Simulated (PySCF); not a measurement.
C6H4N2.
Atom-mapped SMILES: `[N:1]#[C:2][c:3]1[cH:4][cH:5][n:6][cH:7][cH:8]1` (hydrogens: H9 on C4; H10 on C5; H11 on C7; H12 on C8)

Level: CAM-B3LYP/def2-SVPD in PySCF, non-relativistic, on one gas-phase PBE0-D3(BJ)/def2-SVP geometry that isn't relaxed in the solvent. The solvent is an IEF-PCM continuum (Bondi radii, 1.10 Å for H, scaled by 1.2), and excitations are vertical TDDFT with non-equilibrium linear response and a frozen core. Specific hydrogen bonds and non-electrostatic terms are outside this model.

Gas-phase singlets (H = HOMO, L = LUMO):

```tsv
state	E (eV)	λ (nm)	f	leading configurations
S1	4.606	269	0.003	H→L 96%
S2	5.238	237	0.059	H-1→L 81%, H-2→L+1 16%
S3	5.361	231	0.000	H→L+1 99%
S4	5.955	208	0.142	H-2→L 80%, H-1→L+1 15%
S5	6.424	193	0.000	H-3→L 91%
```

Question: How does the list change in chloroform (ε = 4.711)?

Answer: 
| state | E (eV) | λ (nm) | f | leading configurations | change by rank (eV) |
| --- | --- | --- | --- | --- | --- |
| S1 | 4.660 | 266 | 0.004 | H-1→L 95% | +0.054 |
| S2 | 5.117 | 242 | 0.100 | H→L 87%, H-2→L+1 11% | -0.121 |
| S3 | 5.535 | 224 | 0.000 | H-1→L+1 99% | +0.174 |
| S4 | 5.909 | 210 | 0.220 | H-2→L 84%, H→L+1 12% | -0.046 |
| S5 | 6.554 | 189 | 0.000 | H-3→L 91% | +0.130 |

Question: What are the lowest 5 singlets in water (ε = 78.36)?

Answer: 
| state | E (eV) | λ (nm) | f | leading configurations | change by rank (eV) |
| --- | --- | --- | --- | --- | --- |
| S1 | 4.702 | 264 | 0.003 | H-1→L 95% | +0.096 |
| S2 | 5.096 | 243 | 0.096 | H→L 88%, H-2→L+1 11% | -0.142 |
| S3 | 5.619 | 221 | 0.000 | H-1→L+1 99% | +0.258 |
| S4 | 5.929 | 209 | 0.205 | H-2→L 83%, H→L+1 13% | -0.026 |
| S5 | 6.588 | 188 | 0.000 | H-3→L 91% | +0.164 |

Question: How do the frontier levels move from gas to water?

Answer: 
```tsv
orbital	gas (eV)	solvent (eV)	change (eV)
LUMO+2	1.05	1.36	+0.31
LUMO+1	-0.17	0.18	+0.35
LUMO	-1.21	-1.05	+0.16
HOMO	-9.59	-9.32	+0.27
HOMO-1	-9.67	-9.50	+0.17
HOMO-2	-10.00	-9.89	+0.11
HOMO-3	-11.50	-11.56	-0.06
```

The HOMO–LUMO gap goes from 8.38 to 8.27 eV. Rows go by rank; for HOMO-2, HOMO-1 and HOMO the atom shares or the degeneracy differ between the runs, so the row needn't follow one orbital.
